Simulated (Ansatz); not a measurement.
System: NaLi (charge 0, singlet). 
Geometry from a B3LYP-D3(BJ)/def2-TZVP (Ansatz, an electronic-structure program) optimisation:
SMILES: [Li][Na]
```xyz
2

Li     0.0000     0.0000    -2.2753
Na     0.0000     0.0000     0.6205
```

Basis-set convergence of Hartree-Fock and CCSD(T) correlation energies (hartree) with Ansatz. Correlated levels leave the core frozen unless marked. Spin-orbit coupling is left out. No relativistic terms.

The Hartree-Fock reference is unstable (checked in the largest basis), which strains HF and MP2. 

```tsv
basis	functions	E(HF)	E(corr, CCSD(T))
def2-SVP	24	-169.21936	-0.02624
def2-TZVPP	51	-169.28641	-0.02831
def2-QZVPP	93	-169.29352	-0.02947
```

Extrapolating the two largest sets (X = 3 and 4) as X^-3: E(corr) = (64·(-0.02947) - 27·(-0.02831))/37 = -0.0303 Eh, an estimate of the basis-set limit. The largest set recovers 97.2 % of it, the smallest 86.6 %.
